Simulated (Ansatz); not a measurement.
Two isomers of C2H6ClGeN: A = `N=[CH][GeH2][CH2]Cl`, B = `N/C(Cl)=[CH]/[GeH3]`.

Isolated molecules relaxed with PBE0-D4/def2-TZVP in Ansatz; ΔE leaves out vibrations. CCSD(T)/CBS is the MP2 limit (def2-TZVPP, def2-QZVPP) plus CCSD(T) − MP2 in def2-TZVPP, frozen cores. Functionals use def2-TZVPP. For Ge outer-core shells are correlated without core-valence functions, which leaves a few kJ/mol of doubt a bond. Scalar relativity is left out up to krypton. One conformer a species, not always the lowest.

Question: Which is lower in electronic energy at CCSD(T)/CBS, and by how much? (Estimate.)

Answer: Ansatz gave: B, by 4.7 kcal/mol.

Question: Give E(B) − E(A) in kcal/mol with ωB97M-V, CCSD/def2-TZVPP, PBE-D4, HF/def2-TZVPP, CCSD(T)/def2-TZVPP, r2SCAN-D4, B2PLYP. (An estimate is asked.)

Answer: Ansatz gave: ωB97M-V -6.1, CCSD/def2-TZVPP -3.5, PBE-D4 -7.6, HF/def2-TZVPP -3.4, CCSD(T)/def2-TZVPP -3.9, r2SCAN-D4 -8.5, B2PLYP -5.4. None reverses the order clearly.

Largest T1 diagnostic: 0.012.

The D4 term adds −0.7 kcal/mol with B3LYP and −0.3 kcal/mol with PBE0; it sums over pairs of atoms, weighted by their polarisabilities, and B3LYP, whose exchange is more repulsive, gets the larger term.

B3LYP here is the variant with VWN-RPA as its local correlation; programs differ in this.
